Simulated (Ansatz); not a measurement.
Geometry optimisation, Ansatz 0.2.0, RHF/def2-mTZVP.

The input (input.yaml):

```yaml
crystal:
  periodic: [false, false, false]
  atoms:
    - { symbol: Ge, position_ang: [-0.691944, -0.125612, -0.156471] }
    - { symbol: H, position_ang: [0.082226, 0.164473, 2.48588] }
    - { symbol: H, position_ang: [0.697044, 0.005654, 0.449255] }
    - { symbol: Cl, position_ang: [-0.724112, 1.425543, -1.72654] }
    - { symbol: Ge, position_ang: [-1.155718, -2.248716, -1.291814] }
    - { symbol: H, position_ang: [-1.426588, -3.351466, -0.258358] }
    - { symbol: H, position_ang: [-2.389054, -2.080867, -2.189447] }
    - { symbol: H, position_ang: [0.061589, -2.63068, -2.143781] }
    - { symbol: "N", position_ang: [-2.06124, 0.209011, 1.079627] }
    - { symbol: H, position_ang: [-2.967676, 0.098207, 0.66627] }
    - { symbol: H, position_ang: [-2.030372, 1.120964, 1.491654] }
    - { symbol: H, position_ang: [-0.553554, 0.123889, 2.780125] }
basis:
  gaussian: { orbitals: def2-mTZVP }
hamiltonian:
  xc: hf
relax:
  f_tol: 0.03
  max_steps: 50
```

Launched with:

```bash
$ ansatz run input.yaml --threads 4 --pin off --max-ram 5120MiB --backend cpu --events-out ev --progress --plain --runs-dir out
```

**Question.** Where does it end, and by what steps?

**Answer.** It converged. The force dipped under the threshold on the way, but the program's further checks kept it going. After 16 steps the energy has fallen by 0.420 eV; H2 moved furthest, 1.75 Å.

| step | energy less start (eV) | largest force component (eV/Å) | accepted |
| --- | --- | --- | --- |
| 0 | 0.0000 | 1.203 | yes |
| 1 | -0.2008 | 0.489 | yes |
| 2 | -0.2937 | 0.502 | yes |
| 3 | -0.3514 | 0.199 | yes |
| 4 | -0.3866 | 0.208 | yes |
| 5 | -0.4032 | 0.147 | yes |
| 6 | -0.4106 | 0.141 | yes |
| 7 | -0.4133 | 0.229 | yes |
| 8 | -0.4149 | 0.163 | yes |
| 9 | -0.4169 | 0.078 | yes |
| 10 | -0.4158 | 0.114 | no |
| 11 | -0.4183 | 0.029 | yes |
| 12 | -0.4183 | 0.078 | no |
| 13 | -0.4188 | 0.018 | yes |
| 14 | -0.4190 | 0.034 | yes |
| 15 | -0.4195 | 0.033 | yes |
| 16 | -0.4195 | 0.027 | yes |

```xyz
12
Properties=species:S:1:pos:R:3
Ge -0.845 -0.144 -0.483
H 0.546 0.473 4.141
H 0.474 0.024 0.272
Cl -0.717 1.314 -2.131
Ge -1.232 -2.330 -1.517
H -1.177 -3.425 -0.442
H -2.617 -2.332 -2.178
H -0.153 -2.592 -2.573
N -2.192 0.277 0.665
H -3.126 0.238 0.310
H -2.081 1.113 1.202
H -0.039 0.093 3.920
```

Whether the end is a true minimum wasn't checked by a vibrational analysis.

Run time: 32 s on 4 threads of Arm Neoverse V2, with other jobs on the host, peak memory 0.37 GiB.
